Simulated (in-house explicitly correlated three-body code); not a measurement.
Computed with an exponentially correlated three-body code. Model: two electrons around a point charge, non-relativistic, variational in 260 exponentially correlated functions (energies converged to about 1e-7 hartree, or 1e-8 relative for large Z).

Command:
```bash
python run_hyl.py task.json out
```
Settings (lengths in bohr, energies in hartree):
```
Z                      5
screening              0.5
interaction_strength   1
functions              260
states_tried           13
```

Time taken, with all properties: 33 s on 1 thread of Intel(R) Xeon(R) 6975P-C (Granite Rapids) (shared host).

**Those bound S and P states to n = 4 that converged, binding against the one-electron ion.**

Given: nuclear charge 5; Yukawa screening of all interactions 0.5 1/bohr.

Computed: one-electron threshold -10.1764508 hartree.

```csv
term,energy (hartree),binding (eV)
1 1S,-17.8556691,208.96
2 3S,-10.9582985,21.275
2 1S,?,?
2 3P,-10.7501881,15.612
2 1P,-10.6824062,13.768
3 3S,-10.1940584,0.47913
3 1S,-10.1860395,0.26092
```

Question: What belongs in the row 2 1S?

Answer: energy (hartree): -10.8355313; binding (eV): 17.934.

**Converged states only, values per electron or pair (inverse distances are <exp(-kr)/r>).**

```csv
term,mean r (bohr),mean r squared (bohr²),mean inverse r (1/bohr),mean r12 (bohr),mean inverse r12 (1/bohr),mean cosine,mean p1 dot p2 (bohr⁻²),delta r1 (bohr⁻³),delta r12 (bohr⁻³)
1 1S,0.32771,0.14511,4.1926,0.48728,2.3457,-0.026076,0.53647,34.28,3.2403
2 3S,0.90306,1.3956,2.5489,1.5469,0.42091,-0.0067642,0.026279,20.976,-
2 1S,?,?,?,?,?,?,?,?,?
2 3P,0.8473,1.2573,2.522,1.4477,0.50657,-0.051268,-0.96021,19.456,-
2 1P,0.8964,1.4273,2.5045,1.5166,0.51549,0.023448,0.83299,19.668,0.075822
3 3S,3.2839,24.334,2.277,6.2746,0.039385,-0.0005497,0.001947,19.726,-
3 1S,3.92,36.294,2.2702,7.5448,0.034675,-0.00056853,0.0021059,19.698,0.023555
```

Question: What belongs in the row 2 1S?

Answer: mean r (bohr): 0.96752; mean r squared (bohr²): 1.6366; mean inverse r (1/bohr): 2.5252; mean r12 (bohr): 1.6643; mean inverse r12 (1/bohr): 0.48502; mean cosine: -0.0087999; mean p1 dot p2 (bohr⁻²): 0.034518; delta r1 (bohr⁻³): 20.794; delta r12 (bohr⁻³): 0.38325.

**Electric-dipole lines between converged S and P states, rate of the upper state's decay.**

| s state | p state | p minus s (eV) | oscillator strength from s | rate (1/s) |
| --- | --- | --- | --- | --- |
| 1 1S | 2 1P | 195.19 | 0.47073 | 2.5941e+11 |
| 2 1S | 2 1P | ? | ? | ? |
| 3 1S | 2 1P | -13.507 | -0.032755 | 2.5929e+08 |
| 2 3S | 2 3P | 5.663 | 0.27815 | 1.2902e+08 |
| 3 3S | 2 3P | -15.133 | -0.044377 | 4.4098e+08 |

Question: What belongs in the row 2 1S 2 1P?

Answer: p minus s (eV): 4.1667; oscillator strength from s: 0.2366; rate (1/s): 5.9414e+07.

**Static dipole response.**

| state | polarisability (bohr³) |
| --- | --- |
| 1 1S | 0.020651 |
| 2 1S | 10.625 |
| 2 3S | 6.7849 |
